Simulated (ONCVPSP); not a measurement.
## Before and after: ONCV potential for Pt (Z = 78)

```json
{"Element": "platinum", "Generator": "ONCVPSP 4.0.1", "Type": "optimised norm-conserving Vanderbilt (ONCV)", "Functional": "revPBE", "Relativity": "fully relativistic", "Frozen core": "[Kr] 4d10 4f14", "Valence charge": "18", "Reference configuration": "5s2 5p6 5d9 6s1", "Partial waves": "5s+6s: rc 1.50 bohr, ncon 4, nbas 9, qcut 6.7 1/bohr, 2 projectors; 5p: rc 1.20 bohr, ncon 4, nbas 9, qcut 7.2 1/bohr, 2 projectors, debl 1.1 Ha; 5d: rc 2.10 bohr, ncon 4, nbas 9, qcut 5.9 1/bohr, 2 projectors, debl 0.6 Ha", "Local potential": "polynomial inside 0.95 bohr (lpopt 5, dvloc0 0 Ha)", "Core correction": "Teter function, fcfact 2, rcfact 1.6"}
```

Open shells are filled in proportion to 2j + 1.

In the p channel the program set the typed energies aside and used -1.907, 0.250 Ha (j = l + 1/2; the other j can differ).

Change: local potential polynomial inside 0.95 bohr (lpopt 5, dvloc0 6.5 Ha).

Cutoffs: the cutoffs (Ha) at which the residual kinetic energy of the hardest occupied pseudo-wave falls to 1 and 0.1 mHa per electron; they do not see the model core or the augmentation charge, which bear on the density cutoff. Errors are all-electron minus pseudo energies relative to the spin-unpolarised reference configuration.

Task: What does the change do?

Result: The potential gets neither clearly harder nor softer (102 Ha and 187 Ha → 102 Ha and 187 Ha); the lowest positive-energy flag moves from s at 17.2 eV to s at 114.8 eV; the errors of the 4 common tests hardly move; the range in which the s phases agree widens (upper end 0.6 → 3.4); neither file shows a bound ghost.

```tsv
quantity	base	changed
cutoff, loose	102 Ha	102 Ha
cutoff, tight	187 Ha	187 Ha
bound ghosts	none	none
GHOST(+) flags under 300 eV	s at 17.2 eV, d5/2 at 213.5 eV	s at 114.8 eV
error for 5s2 5p6 5d9 6s0, meV [ΔE 9.09 eV]	-1.3	-1.3
error for 5s2 5p6 5d8 6s0, meV [ΔE 28.99 eV]	-0.6	-0.4
error for 5s2 5p6 5d7 6s0, meV [ΔE 61.12 eV]	+13	+13
error for 5s2 5p5 5d9 6s1, meV [ΔE 63.07 eV]	-87	-89
s: phases at 1.52 bohr within 0.05 rad from the reference energy up to (Ha; the scan ends near 5)	0.6	3.4
p3/2: phases at 1.22 bohr within 0.05 rad from the reference energy up to (Ha; the scan ends near 5)	to the end of the scan	to the end of the scan
p1/2: phases at 1.22 bohr within 0.05 rad from the reference energy up to (Ha; the scan ends near 5)	to the end of the scan	to the end of the scan
d5/2: phases at 2.13 bohr within 0.05 rad from the reference energy up to (Ha; the scan ends near 5)	to the end of the scan	to the end of the scan
d3/2: phases at 2.13 bohr within 0.05 rad from the reference energy up to (Ha; the scan ends near 5)	to the end of the scan	to the end of the scan
rms error of d²Exc/dni dnj with the model core, mHa	3.64	3.64
```
